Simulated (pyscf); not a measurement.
Structures and frequencies: ωB97X-D3(BJ)/def2-SVP in PySCF.

Q: What is the homolytic dissociation enthalpy (298 K, ωB97M-D3(BJ)/def2-TZVP) of the As–Si bond of `[SiH2]=[SiH][AsH][SiH3]`, to [HSi=SiH₂]• + H₃Si–AsH•?

A: As–Si to [HSi=SiH₂]• + H₃Si–AsH•: 226.4 kJ/mol. The 7 functionals that were run give +215.3 (M06-2X) to +272.9 kJ/mol (ωB97X-D3(BJ)). The radicals are drawn with the spin at the cut bond; how far it spreads was not checked. Other isomers of [HSi=SiH₂]•, H₃Si–AsH• were not searched in full and may lie lower. Elements up to Kr have no core potential and no relativistic terms here.
